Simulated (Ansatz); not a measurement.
```xyz
10

C    -0.577    1.283   -0.969
O    -0.080    0.676    0.204
B     0.233   -0.634    0.311
N     0.719   -1.149    1.512
Br    0.020   -1.860   -1.197
H     0.136    1.192   -1.793
H    -1.524    0.832   -1.276
H    -0.736    2.337   -0.746
H     0.848   -0.565    2.321
H     0.962   -2.114    1.633
```

The species carries charge 0 and has multiplicity 1.

Question: List the PBE/def2-TZVPP orbital energies in eV (Ansatz). (Estimate.)

Answer: Computed: Occupied: -13088.47, -1681.60, -1515.97, -1515.91, -1515.90, -510.73, -380.42, -270.21, -228.39, -178.36, -170.55, -170.37, -170.34, -67.22, -67.17, -67.15, -67.01, -67.01, -26.00, -21.72, -18.99, -17.34, -13.35, -12.75, -11.94, -11.23, -10.92, -9.33, -8.39, -7.60, -6.94, -6.82, -6.35. Lowest empty: 0.09, 0.22, 0.79, 1.06, 1.69, 1.83, 2.46, 2.76.
